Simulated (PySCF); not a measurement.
CH9NOSi3. Atoms are numbered in the order given.

```xyz
15

Si     2.3337     0.7422    -0.1737
C      0.6068     0.4898     0.5544
N     -0.4067     1.1424    -0.2786
Si    -1.9312     0.3349    -0.4907
O     -1.4887    -1.2032    -0.0014
Si     0.0818    -1.3475     0.5646
H      2.6152     2.2077    -0.2998
H      2.4151     0.1242    -1.5308
H      3.3713     0.1287     0.7141
H      0.6083     0.8485     1.6058
H     -0.2428     2.1188    -0.4970
H     -3.0495     0.8119     0.3801
H     -2.3914     0.3722    -1.9085
H      0.1171    -1.9447     1.9296
H      0.8923    -2.1914    -0.3623
```

Coordinates come from a PBE0-D3(BJ)/def2-SVP optimisation. The structure was generated by enumeration; whether it is a known compound was not checked. The values are those of a single conformer.

These are CAM-B3LYP/def2-TZVP in PySCF values and carry that method's errors.

ESP charges are fitted to the potential on shells at 1.4 to 2.0 van der Waals radii. Atomic charges (e):

```json
[
 {"atom": "Si1", "ESP fit": "0.11", "meta-Löwdin": "0.51"},
 {"atom": "C2", "ESP fit": "-0.09", "meta-Löwdin": "-0.45"},
 {"atom": "N3", "ESP fit": "-0.61", "meta-Löwdin": "-0.60"},
 {"atom": "Si4", "ESP fit": "0.59", "meta-Löwdin": "0.98"},
 {"atom": "O5", "ESP fit": "-0.42", "meta-Löwdin": "-0.83"},
 {"atom": "Si6", "ESP fit": "0.48", "meta-Löwdin": "0.89"},
 {"atom": "H7", "ESP fit": "-0.04", "meta-Löwdin": "-0.11"},
 {"atom": "H8", "ESP fit": "-0.03", "meta-Löwdin": "-0.10"},
 {"atom": "H9", "ESP fit": "-0.05", "meta-Löwdin": "-0.10"},
 {"atom": "H10", "ESP fit": "0.10", "meta-Löwdin": "0.11"},
 {"atom": "H11", "ESP fit": "0.33", "meta-Löwdin": "0.23"},
 {"atom": "H12", "ESP fit": "-0.11", "meta-Löwdin": "-0.15"},
 {"atom": "H13", "ESP fit": "-0.10", "meta-Löwdin": "-0.13"},
 {"atom": "H14", "ESP fit": "-0.09", "meta-Löwdin": "-0.12"},
 {"atom": "H15", "ESP fit": "-0.08", "meta-Löwdin": "-0.12"}
]
```

Give the Mayer and Wiberg (Löwdin basis) orders of the bonds. (The exact figures need the calculation; the answer reports its results.)


```json
[
 {"bond": "Si1–C2", "Mayer": "0.97", "Wiberg": "1.14"},
 {"bond": "C2–N3", "Mayer": "0.90", "Wiberg": "1.32"},
 {"bond": "N3–Si4", "Mayer": "1.10", "Wiberg": "1.38"},
 {"bond": "Si4–O5", "Mayer": "1.10", "Wiberg": "1.50"},
 {"bond": "C2–Si6", "Mayer": "0.95", "Wiberg": "1.04"},
 {"bond": "O5–Si6", "Mayer": "1.11", "Wiberg": "1.50"},
 {"bond": "Si1–H7", "Mayer": "0.96", "Wiberg": "0.95"},
 {"bond": "Si1–H8", "Mayer": "0.96", "Wiberg": "0.95"},
 {"bond": "Si1–H9", "Mayer": "0.95", "Wiberg": "0.95"},
 {"bond": "C2–H10", "Mayer": "0.92", "Wiberg": "0.82"},
 {"bond": "N3–H11", "Mayer": "0.92", "Wiberg": "0.90"},
 {"bond": "Si4–H12", "Mayer": "0.94", "Wiberg": "0.94"},
 {"bond": "Si4–H13", "Mayer": "0.95", "Wiberg": "0.94"},
 {"bond": "Si6–H14", "Mayer": "0.95", "Wiberg": "0.93"},
 {"bond": "Si6–H15", "Mayer": "0.94", "Wiberg": "0.92"}
]
```
